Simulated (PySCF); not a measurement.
AlH₃O₃, SMILES [OH][Al]([OH])[OH] (connectivity only; charge and spin as stated), charge +1, multiplicity 2. Atoms are numbered in the order given.

```xyz
7

Al     0.0000     0.0000     0.0000
O     -1.6678     0.0000     0.0000
H     -2.6304     0.0000     0.0000
O      0.8339     1.4443     0.0000
H      1.3152     2.2780     0.0000
O      0.8339    -1.4443     0.0000
H      1.3152    -2.2780     0.0000
```
Charge +1, spin multiplicity 2.

Coordinates come from a r2SCAN-D4/def2-SVP optimisation. The spin state was assumed, not searched. The isomer is the one that the SMILES or the coordinates give; other isomers of the formula were not compared. One conformer was computed; it need not be the lowest.

The numbers are results of PBE/def2-TZVPD run with PySCF, not measurements.

Mulliken values depend strongly on the basis, most of all with diffuse functions as here. ESP charges are fitted to the potential on shells at 1.4 to 2.0 van der Waals radii. Atomic charges (e):

| atom | ESP fit | Mulliken | meta-Löwdin | Mulliken spin |
|---|---|---|---|---|
| Al1 | 1.67 | 0.28 | (withheld) | -0.03 |
| O2 | -0.80 | -0.11 | (withheld) | 0.36 |
| H3 | 0.57 | 0.35 | (withheld) | -0.01 |
| O4 | -0.80 | -0.11 | (withheld) | 0.36 |
| H5 | 0.57 | 0.35 | (withheld) | -0.01 |
| O6 | -0.80 | -0.11 | (withheld) | 0.36 |
| H7 | 0.57 | 0.35 | (withheld) | -0.01 |

Some entries are withheld; supply them. (An estimate is asked for; the answer gives what the named calculation found.)


- Al1, meta-Löwdin: 1.44
- O2, meta-Löwdin: -0.57
- H3, meta-Löwdin: 0.42
- O4, meta-Löwdin: -0.57
- H5, meta-Löwdin: 0.42
- O6, meta-Löwdin: -0.57
- H7, meta-Löwdin: 0.42
